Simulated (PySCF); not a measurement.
From a computed spectrum to the compound

A species of 5 atoms with charge -1 has these harmonic modes (PBE0, small Gaussian bases with core potentials, PySCF 2.14.0):

| cm⁻¹ | km/mol | symmetry |
| --- | --- | --- |
| 472 | 444.6 | t2 |
| 472 | 444.6 | t2 |
| 472 | 444.6 | t2 |
| 509 | 0.0 | e |
| 509 | 0.0 | e |
| 1244 | 1067.7 | t2 |
| 1244 | 1067.7 | t2 |
| 1244 | 1067.7 | t2 |
| 1357 | 0.0 | a1 |

(1) Which species is it, and in which structure?

## Answers

(1) [DyH4]− (singlet in the valence; each metal's 4f electrons, 9 of them, lie in its core potential, out of spins and levels):
```xyz
5

Dy    0.0000    0.0000    0.0000
H     1.2060    1.2060    1.2060
H    -1.2060   -1.2060    1.2060
H     1.2060   -1.2060   -1.2060
H    -1.2060    1.2060   -1.2060
```
Ideal gas at 298.15 K and 1 bar: S = 261.3 J/(mol K), Cp = 62.8 J/(mol K), H − H(0 K) = 13.1 kJ/mol (rigid rotor, harmonic modes, spin degeneracy alone, that of the 4f electrons in the core included). An lcecp potential fixes the number of 4f electrons, so in runs with it no electron can move into or out of that shell.
 The answer isn't unique; the calculation gave this one.
